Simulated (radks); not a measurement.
Values are calculated unless marked as measured or tabulated.
Problem. The mean radii <r> (bohr) of the occupied orbitals of an atom or ion are listed with their occupations. Level of theory: Dirac Kohn-Sham, PBE, spin-unpolarised, spherical densities, point nucleus (a radial shooting solver on a logarithmic mesh with Libxc functionals).

orbital  occ.      <r>
1s1/2       2  0.04700
2s1/2       2   0.2098
2p1/2       2   0.1812
2p3/2       4   0.1848
3s1/2       2   0.6236
3p1/2       2   0.6385
3p3/2       4   0.6490
3d3/2       4   0.7143
3d5/2       6   0.7188

Name the element and its charge. Open shells, if any, fill j = l - 1/2 first.

Solution. Z = 32, germanium, charge +4: Ge4+ in [Ar] 3d10. The 1s radius gives Z: for a bare nucleus <r> = (2 gamma + 1)/(2Z) with gamma = sqrt(1 - (Z/c)^2), 0.04601 bohr for Z = 32, and screening makes it slightly larger (0.04700 here). The occupations add up to 28, and the charge is Z minus that.
